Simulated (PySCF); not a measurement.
## From computed data to an observable: oscillator strength and radiative lifetime

C₂H₆N₂Si, SMILES C#C[SiH](N)N.

Coordinates come from a r2SCAN-D4/def2-SVP optimisation. This is a generated structure with no PubChem entry under its InChIKey; it may be hypothetical. Other conformers were not sampled.

TDDFT-B3LYP/def2-SVPD run with PySCF puts the first singlet state with f over 0.02 at 6.04 eV (vertical), with the transition dipole (0.369, -0.029, 0.052) in atomic units.

### Question
Find the oscillator strength, the wavelength and the radiative lifetime that this transition would have in vacuum if emission retraced absorption.

### Answer

|μ|² = 0.1397 au, so |μ| = 0.95 D. ΔE = 6.04/27.211 = 0.2220 hartree. f = (2/3) ΔE |μ|² = 0.021 (the program prints 0.021).
λ = 1239.84/6.04 = 205 nm; ν = 48716 cm⁻¹.
Einstein's coefficient A = 0.6670 ν² f s⁻¹ (ν in cm⁻¹) = 3.3e7 s⁻¹, so τ = 1/A = 31 ns. This state is S2; the lower singlet has f = 0.002. The figure is the radiative limit of this one transition; relaxation, internal conversion, crossing to triplets and a medium change what is measured.
